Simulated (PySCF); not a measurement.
3-fluoro-3-methylbut-1-yne (C₅H₇F), SMILES C#CC(C)(C)F. Atoms are numbered in the order given.

```xyz
13

C      2.3773    -0.0817     0.0000
C      1.1659    -0.0186     0.0000
C     -0.3064     0.0229     0.0000
C     -0.8734    -0.6044    -1.2739
C     -0.8734    -0.6044     1.2739
F     -0.7000     1.3744     0.0000
H      3.4499    -0.1266     0.0000
H     -0.4806    -0.0782    -2.1549
H     -0.5947    -1.6662    -1.3395
H     -1.9700    -0.5182    -1.2631
H     -1.9700    -0.5182     1.2631
H     -0.5947    -1.6662     1.3395
H     -0.4806    -0.0782     2.1549
```
Charge 0, spin multiplicity 1.

Geometry optimised at TPSSh-D3(BJ)/def2-SVP.

Level of theory: TDA-CAM-B3LYP/def2-SVPD (PySCF 2.14.0).

Vertical excitations. Gas-phase values at a fixed geometry. State labels are in the subgroup Cs.

Computed UV-visible absorptions:
```
state  symmetry  energy (eV)  λ (nm)      f                                                               main pairs
-----  --------  -----------  ------  -----  -----------------------------------------------------------------------
S1           A"         6.24     199  0.000                                         HOMO→LUMO+1 74 %, HOMO→LUMO 17 %
S2           A'         6.72     184  0.002  HOMO−1→LUMO+1 41 %, HOMO→LUMO+2 36 %, HOMO−1→LUMO 10 %, HOMO→LUMO+4 9 %
S3           A"         6.94     179  0.000                                   HOMO−1→LUMO+2 75 %, HOMO−1→LUMO+4 19 %
S4           A"         7.84     158  0.079                       HOMO→LUMO 70 %, HOMO→LUMO+3 13 %, HOMO→LUMO+1 12 %
S5           A'         8.07     154  0.060                                     HOMO−1→LUMO 70 %, HOMO−1→LUMO+3 15 %
S6           A"         8.65     143  0.001                                       HOMO→LUMO+3 74 %, HOMO→LUMO+5 14 %
S7           A'         8.90     139  0.000                                   HOMO−1→LUMO+3 71 %, HOMO−1→LUMO+5 18 %
S8           A"         9.11     136  0.002                                     HOMO−2→LUMO+1 58 %, HOMO−2→LUMO 31 %
S9           A'         9.34     133  0.009                                     HOMO−3→LUMO+1 50 %, HOMO−3→LUMO 32 %
S10          A"         9.40     132  0.000                                        HOMO→LUMO+5 54 %, HOMO−2→LUMO 9 %
T1           A'         5.22     237      0                   HOMO−1→LUMO+1 54 %, HOMO→LUMO+2 19 %, HOMO−1→LUMO 11 %
T2           A"         5.66     219      0                     HOMO→LUMO+1 62 %, HOMO→LUMO 13 %, HOMO−1→LUMO+2 12 %
T3           A'         5.80     214      0                   HOMO→LUMO+2 52 %, HOMO−1→LUMO+1 21 %, HOMO→LUMO+4 15 %
T4           A"         6.58     188      0                 HOMO−1→LUMO+2 63 %, HOMO−1→LUMO+4 17 %, HOMO→LUMO+1 13 %
```
Triplets are in the Tamm–Dancoff approximation.
